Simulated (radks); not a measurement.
The indium ion In4+, configuration [Kr] 4d9 (the NIST ground configuration).

Method: Dirac Kohn-Sham, BLYP, spin-unpolarised, spherical densities, point nucleus; open shells fill j = l - 1/2 first; computed with a radial shooting solver on a logarithmic mesh with Libxc functionals.

Energy parts (hartree):
| part | energy |
|---|---|
| total | -5879.82092 |
| kinetic | 6178.97399 |
| electron-nucleus | -14188.23324 |
| Hartree | 2288.52598 |
| exchange-correlation | -159.08766 |

Orbitals (lengths in bohr, moments of r in powers of bohr; <r^-3> diverges for s and p1/2):
orbital	occ.	eigenvalue (hartree)	<r^2>	<r^-3>
1s1/2	2	-1021.292	0.001194	-
2s1/2	2	-154.4159	0.01941	-
2p1/2	2	-144.1359	0.01445	-
2p3/2	4	-136.3821	0.01576	4021
3s1/2	2	-30.75250	0.1389	-
3p1/2	2	-26.60446	0.1339	-
3p3/2	4	-25.20377	0.1426	739.7
3d3/2	4	-17.86441	0.1235	115.4
3d5/2	6	-17.57733	0.1261	108.1
4s1/2	2	-6.15632	0.8044	-
4p1/2	2	-4.79257	0.9095	-
4p3/2	4	-4.54240	0.9690	132.2
4d3/2	4	-2.40638	1.433	14.38
4d5/2	5	-2.37145	1.465	13.34
5s1/2	0	-1.67669	4.886	-
5p1/2	0	-1.35015	6.180	-
5p3/2	0	-1.31523	6.483	18.67

The highest occupied level is 4d5/2 at -64.530 eV. The density falls to 0.001 e/bohr^3 at r = 2.83 bohr. Summed over all electrons, <r^2> = 22.86 bohr^2, which gives a Langevin (diamagnetic) susceptibility term of -18.1 x 10^-6 cm^3/mol.
